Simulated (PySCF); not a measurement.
These are ωB97X-D3(BJ)/def2-TZVP // PBE0-D3(BJ)/def2-TZVP run with PySCF values and carry that method's errors. Gas-phase values, no solvent. Excitations are Tamm–Dancoff values on a coarser integration grid. The basis has no diffuse functions, so Rydberg states are missing or too high.

Reference species (SMILES): `ClC1CC1` (neutral, multiplicity 1).

The HOMO comes out as -10.23 eV. The T1 excitation (TDA) comes out as 6.55 eV, the S1 oscillator strength is 0.000 and the HOMO–LUMO gap is 13.39 eV.

Changed species: `C=C(C)Cl`.

Task: Give the shifts of the HOMO, T1 excitation (TDA), S1 oscillator strength and HOMO–LUMO gap.

Result: the HOMO increases by 0.54 eV, to -9.69 eV; the T1 excitation (TDA) drops by 2.17 eV, to 4.38 eV; the S1 oscillator strength stays essentially unchanged; the HOMO–LUMO gap drops by 1.54 eV, to 11.85 eV.
